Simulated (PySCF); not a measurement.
A side-by-side comparison of computed properties.

First species: C₆H₉FO.
Geometry (GFN2-xTB, Å), atoms numbered from 1 in this order:
```
atom  x, y, z in Å
C1    -3.1024    0.2315   -0.0988
C2    -1.9381   -0.3890   -0.1305
C3    -0.6376    0.2517    0.2223
C4     0.3752    0.3555   -0.9361
C5     1.2344   -0.5901   -0.0906
C6     2.5604   -0.0299    0.4109
F7     3.4550    0.0508   -0.6266
O8     0.2510   -0.6257    0.9428
H9    -3.1894    1.2609    0.2084
H10   -4.0152   -0.2622   -0.3837
H11   -1.8619   -1.4243   -0.4335
H12   -0.7982    1.1837    0.7750
H13    0.8006    1.3427   -1.0935
H14    0.0276   -0.0539   -1.8804
H15    1.4014   -1.5821   -0.5278
H16    2.4357    0.9798    0.8145
H17    2.9945   -0.6872    1.1705
```

Second species: C3H8OSi.
Numbering: `[OH:1][SiH:2]1[CH2:3][CH2:4][CH2:5]1` (hydrogens: H6 on O1; H7 on Si2; H8, H9 on C3; H10, H11 on C4; H12, H13 on C5)

Structure used (GFN2-xTB), in Å, numbered top down from 1:
```
atom  x, y, z in Å
O1     2.4562   -0.2214   -0.3991
Si2    1.0789   -0.2026    0.4701
C3    -0.4700   -1.1237   -0.1702
C4    -1.3183    0.1602   -0.0486
C5    -0.2013    1.1942    0.2088
H6     2.4600   -0.0624   -1.3398
H7     1.5865   -0.4789    1.8032
H8    -0.8566   -1.9538    0.4153
H9    -0.4003   -1.4688   -1.2015
H10   -1.9137    0.3742   -0.9355
H11   -1.9923    0.0990    0.8041
H12   -0.0192    1.8218   -0.6634
H13   -0.4143    1.8626    1.0391
```

Levels: CAM-B3LYP/def2-SVPD for dipole moment, HOMO energy, LUMO energy, HOMO–LUMO gap, static isotropic polarisability and electronic spatial extent ⟨r²⟩ about the centre of nuclear charge; TDDFT CAM-B3LYP/def2-SVPD for lowest singlet excitation; TDA CAM-B3LYP/def2-SVPD for lowest triplet excitation (Tamm–Dancoff); GFN2-xTB for rotational constant A and rotational constant C. Geometries: GFN2-xTB. Each species is one conformer at its optimised geometry, gas phase, non-relativistic unless stated. Electronic properties by PySCF.

The conformers computed, where there is a choice (atom-mapped SMILES and torsion angles):
- `[CH2:1]=[CH:2][C@@H:3]1[CH2:4][C@@H:5]([CH2:6][F:7])[O:8]1`: C1–C2–C3–C4 -116°, C4–C5–C6–F7 -74°
- `[OH:1][SiH:2]1[CH2:3][CH2:4][CH2:5]1`: H–O1–Si2–C3 46°

```csv
property,column X,column Y
dipole moment,1.42 D,1.60 D
HOMO energy,-8.95 eV,-8.98 eV
LUMO energy,0.90 eV,0.90 eV
HOMO–LUMO gap,9.85 eV,9.88 eV
lowest singlet excitation,6.81 eV,6.70 eV
lowest triplet excitation (Tamm–Dancoff),6.56 eV,4.43 eV
static isotropic polarisability,62.3 au,75.1 au
electronic spatial extent ⟨r²⟩ about the centre of nuclear charge,549 bohr²,1266 bohr²
rotational constant A,7.793 GHz,7.484 GHz
rotational constant C,2.570 GHz,0.889 GHz
```

Problem. Which column belongs to which species?

Solution. Column X is the second species and column Y the first. The first has 17 atoms and 62 electrons, the second 13 and 48.

Problem. How does each property change from the first species to the second?

Solution. dipole moment -0.18 D; HOMO energy +0.03 eV; LUMO energy 0.00 eV; HOMO–LUMO gap -0.03 eV; lowest singlet excitation +0.11 eV; lowest triplet excitation (Tamm–Dancoff) +2.13 eV; static isotropic polarisability -12.8 au; electronic spatial extent ⟨r²⟩ about the centre of nuclear charge -717 bohr²; rotational constant A +0.309 GHz; rotational constant C +1.681 GHz.

On the first: The polarisability is 11.14 Å³ as a volume (1 au = 0.148185 Å³), or 1.21 au for each of the 62 electrons. The principal polarisabilities are 62.3, 64.6 and 98.5 au; their mean is the isotropic value.

On the second: No computed singlet falls in the visible range (750 to 380 nm, 1.65 to 3.26 eV); S1 lies 3.55 eV above its blue end. The principal polarisabilities are 56.5, 60.7 and 69.6 au; their mean is the isotropic value.
